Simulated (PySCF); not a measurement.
A structure optimised at PBE-D3(BJ)/def2-SVP, used in a PySCF frequency run:

```xyz
5

F      0.0000     0.0000     2.4374
Sn     0.0000     0.0000     0.4822
I     -2.2361     1.2910    -0.2896
I      2.2361     1.2910    -0.2896
I      0.0000    -2.5820    -0.2896
```
Charge 0, spin multiplicity 1.

### Question
Write its SMILES, formula and point group.

### Answer
[F][Sn]([I])([I])[I], FI3Sn, C3v

### Question
What are its rotational constants (standard atomic weights)?

### Answer
0.35062, 0.35062, 0.19911 GHz
